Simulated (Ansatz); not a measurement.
Species: sum formula ZrOF (charge 0, doublet). The spin state was set by rule; other spins were not relaxed. SMILES: [O]=[Zr][F]
Geometry: optimised at B3LYP-D3(BJ)/def2-TZVP (Ansatz, a program for electronic structure).

Quantity: vertical ionisation energy (to the singlet state of charge +1; each state is the SCF solution reached for its spin; for the singlet T1 is 0.028), in eV. Correlated levels leave the core frozen unless marked. UHF or UKS for open shells. Spin-orbit coupling is left out. The frozen core is the preceding noble-gas configuration, with the filled d and f shells of earlier blocks. Past Kr the def2 sets carry scalar-relativistic core potentials. Basis-set limits of correlation are two-point, X^-3; Hartree-Fock from the larger set. [CCSD(T)-MP2]/basis is that difference in the basis named.

```tsv
level	program	vertical ionisation energy (eV)
SVWN5/def2-TZVPD	Ansatz	7.50
PBE/def2-TZVPD	Ansatz	…
r2SCAN/def2-TZVPD	Ansatz	7.32
BHLYP/def2-TZVPD	Ansatz	…
CAM-B3LYP/def2-TZVPD	Ansatz	7.51
wB97X-V/def2-TZVPD	Ansatz	7.21
B2PLYP/def2-TZVPD	Ansatz	7.13
SCS-MP2/def2-SVPD	Ansatz	6.74
SCS-MP2/def2-TZVPPD	Ansatz	6.75
CCSD/def2-SVPD	Ansatz	…
RI-MP2/CBS(def2-TZVPPD,def2-QZVPPD)+[CCSD(T)-MP2]/def2-TZVPPD	Ansatz	7.03
```

Fill in the missing entries.


- PBE/def2-TZVPD, vertical ionisation energy (eV): 7.30
- BHLYP/def2-TZVPD, vertical ionisation energy (eV): 7.45
- CCSD/def2-SVPD, vertical ionisation energy (eV): 7.04
